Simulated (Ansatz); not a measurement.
The same molecule with X = F, Cl, Br, I. Ansatz, PBE0-D4/def2-TZVP geometries, multiplicity 1. Each molecule was computed in one conformer, which needn't be the lowest.

Elements past krypton have def2 core potentials. Scalar relativity is left out up to krypton.

| X | molecule | mean X–Hf bond length / Å | HOMO energy (B3LYP/def2-TZVPP) / eV | LUMO energy (PBE0/def2-TZVPP) / eV | HOMO energy (PBE/def2-TZVPP) / eV |
| --- | --- | --- | --- | --- | --- |
| F | `[OH][Hf]([OH])([OH])[F]` | 1.923 | -8.72 | -0.16 | -7.28 |
| Cl | `[OH][Hf]([OH])([OH])[Cl]` | 2.378 | -8.33 | -0.15 | -7.15 |
| I | `[OH][Hf]([OH])([OH])[I]` | 2.759 | -7.00 | -0.24 | -6.12 |

Q: Give the row for X = Br, `[OH][Hf]([OH])([OH])[Br]`. (Estimate.)

A: Computed: 
```tsv
X	molecule	mean X–Hf bond length / Å	HOMO energy (B3LYP/def2-TZVPP) / eV	LUMO energy (PBE0/def2-TZVPP) / eV	HOMO energy (PBE/def2-TZVPP) / eV
Br	`[OH][Hf]([OH])([OH])[Br]`	2.539	-7.74	-0.18	-6.71
```

From F to I the mean X–Hf bond length rises at each step, by 0.836 Å in all; the HOMO energy (B3LYP/def2-TZVPP) rises at each step, by 1.72 eV in all; the LUMO energy (PBE0/def2-TZVPP) isn't monotonic: highest at Cl, lowest at I; the HOMO energy (PBE/def2-TZVPP) rises at each step, by 1.16 eV in all. Bonds lengthen as the atom grows down the group.

B3LYP here is the variant with VWN-RPA as its local correlation; programs differ in this.

Spin–orbit coupling is left out; it splits and shifts lone-pair levels of the heavy atoms by tenths of an eV.
